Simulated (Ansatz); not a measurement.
`F[SiH]1[CH2][GaH][NH]1`. Charge 0, multiplicity 1. Geometry: relaxed with PBE0-D4/def2-TZVP.

```xyz
10

F    -1.898   -0.832    1.206
Si   -0.592   -0.884    0.275
C    -0.571    0.475   -1.006
Ga    1.077    1.106   -0.083
N     0.827   -0.335    1.067
H    -0.540   -2.286   -0.210
H    -0.423    0.163   -2.041
H    -1.421    1.158   -0.967
H     2.223    2.150   -0.098
H     1.318   -0.716    1.857
```

Q: What is the dipole moment at B3LYP/def2-TZVPP? (An estimate is asked.)

A: Ansatz gave: 2.28 D, with components (1.94, 0.95, -0.71) D in this frame, pointing from negative to positive charge.

Q: And with PBE, r2SCAN, ωB97M-V? (Best estimate.)

A: The calculation gave: PBE 2.15 D, r2SCAN 2.22 D, ωB97M-V 2.37 D.

Q: Give the Mulliken charges with B3LYP, PBE, r2SCAN in def2-TZVPP. (Estimate.)

A: The calculation gave: 
```csv
atom,B3LYP,PBE,r2SCAN
F1,-0.34,-0.29,-0.34
Si2,0.67,0.55,0.71
C3,-0.42,-0.38,-0.42
Ga4,0.27,0.21,0.31
N5,-0.40,-0.34,-0.45
H6,-0.12,-0.12,-0.13
H7,0.10,0.10,0.09
H8,0.11,0.11,0.10
H9,0.00,0.01,-0.01
H10,0.12,0.13,0.14
```

B3LYP here is the variant with VWN-RPA as its local correlation; programs differ in this.
